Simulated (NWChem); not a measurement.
disilazane (Si$_{2}$NH$_{7}$); SMILES [SiH3]N[SiH3]

Program: NWChem. The level has its own optimisation; frequencies are unscaled.

**Question.** What does the run give for Hartree-Fock/3-21G? Quantities: r N–Si (Å); r H–N (Å); highest harmonic frequency (cm⁻¹); lowest (cm⁻¹); zero-point energy (kcal/mol); dipole (D).

**Answer.** 
| Property | Value |
|---|---|
| r N–Si (Å) | 1.756 |
| r H–N (Å) | 1.008 |
| highest harmonic frequency (cm⁻¹) | 3698 |
| lowest (cm⁻¹) | 27 |
| zero-point energy (kcal/mol) | 43.9 |
| dipole (D) | 0.91 |
